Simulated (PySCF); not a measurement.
# Structure from 2D NMR

Compound of formula C3H9B. Correlations simulated from computed shifts and couplings:

HSQC (one-bond C–H):
| δH | δC | ¹J(C,H) (Hz) |
| --- | --- | --- |
| 1.54 | 26.6 | 117 |
| 1.09 | 13.4 | 124 |
| 1.08 | 10.0 | 131 |

COSY cross peaks (|J| ≥ 2 Hz):
| δH | δH | abs. J (Hz) | bonds |
| --- | --- | --- | --- |
| 7.50 | 1.09 | 5.2 | 3 |
| 1.54 | 1.08 | 8.3 | 3 |

HMBC (two and three bonds, |J| ≥ 2.5 Hz):
| δH | δC [abs. J in Hz] |
| --- | --- |
| 7.50 | 26.6 [8.7], 13.4 [8.7], 10.0 [7.5] |
| 1.54 | 10.0 [2.6] |
| 1.09 | 26.6 [2.8] |
| 1.08 | 26.6 [3.1] |

PySCF 2.14.0 with density-fitted response routines calculation with structure optimised with PBE0-D3(BJ)/def2-SVP, shieldings: GIAO PBE0/pcSseg-1 and couplings computed with B3LYP/pcJ-1 (spin–dipole term only in couplings to heteroatoms); in vacuum, non-relativistic, averaged over atoms made equivalent by symmetry, fast rotation or ring inversion, single conformer.

Scale: TMS for ¹H, ¹³C (reference shieldings calculated alike).

Exchangeable hydrogens are left out of these lists, and C,H couplings along chains are those of one rotamer, so weak HMBC peaks may be missing or extra.

Question: Work out the connectivity.

Answer: `CBCC`.

Numbering as in the mapped SMILES `[CH3:1][BH:2][CH2:3][CH3:4]`. Each H is labelled by its parent atom.

δC 26.6 is C3, an sp3 CH2 bonded to B (δH 1.54). δC 13.4 is C1, a methyl carbon bonded to B (δH 1.09). δC 10.0 is C4, a methyl carbon (δH 1.08). COSY links 7.50–1.09, 1.54–1.08.

Hydrogens on boron are broadened and split by ¹¹B (spin 3/2, 80 %) and 10B (spin 3). A carbon bonded to boron is broadened by the quadrupolar boron nucleus and is often missing from a measured spectrum. Unscaled 3J(H,H) at this level run about 10 % above measured values. Shifts are as computed. Against solution values, carbons near 30 ppm lie about +2 ppm off and those near 130 ppm about +5 ppm. Of 1211 compounds with measured shifts, 218 miss one by over three times the rms of a fit or turn the order of signals round; such compounds aren't used in these exercises. 3J across rotatable bonds or in flexible rings reflects this conformer alone.
